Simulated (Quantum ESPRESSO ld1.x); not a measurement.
Values are calculated unless marked as measured or tabulated.
Q: The mean radii <r> (bohr) of the occupied orbitals of an atom or ion are listed with their occupations. Level of theory: Dirac Kohn-Sham, LDA (Slater exchange, Perdew-Wang correlation), spin-unpolarised, spherical densities, point nucleus (ld1.x of Quantum ESPRESSO 7.5).

| orbital | occ. | <r> |
|---|---|---|
| 1s1/2 | 2 | 0.01774 |
| 2s1/2 | 2 | 0.07429 |
| 2p1/2 | 2 | 0.06132 |
| 2p3/2 | 4 | 0.06951 |
| 3s1/2 | 2 | 0.1935 |
| 3p1/2 | 2 | 0.1836 |
| 3p3/2 | 4 | 0.1987 |
| 3d3/2 | 4 | 0.1735 |
| 3d5/2 | 6 | 0.1781 |
| 4s1/2 | 2 | 0.4319 |
| 4p1/2 | 2 | 0.4358 |
| 4p3/2 | 4 | 0.4697 |
| 4d3/2 | 4 | 0.4827 |
| 4d5/2 | 6 | 0.4941 |
| 5s1/2 | 2 | 1.004 |
| 5p1/2 | 2 | 1.095 |
| 4f5/2 | 6 | 0.5522 |
| 4f7/2 | 8 | 0.5604 |
| 5p3/2 | 4 | 1.193 |
| 5d3/2 | 4 | 1.639 |
| 5d5/2 | 1 | 1.693 |
| 6s1/2 | 1 | 2.613 |
| 6d3/2 | 1 | 5.846 |

Name the element and its charge. Open shells, if any, fill j = l - 1/2 first.

A: Z = 76, osmium, charge +1: Os+ in [Xe] 4f14 5d5 6s1 6d1. The 1s radius gives Z: for a bare nucleus <r> = (2 gamma + 1)/(2Z) with gamma = sqrt(1 - (Z/c)^2), 0.01753 bohr for Z = 76, and screening makes it slightly larger (0.01774 here). The occupations add up to 75, and the charge is Z minus that.
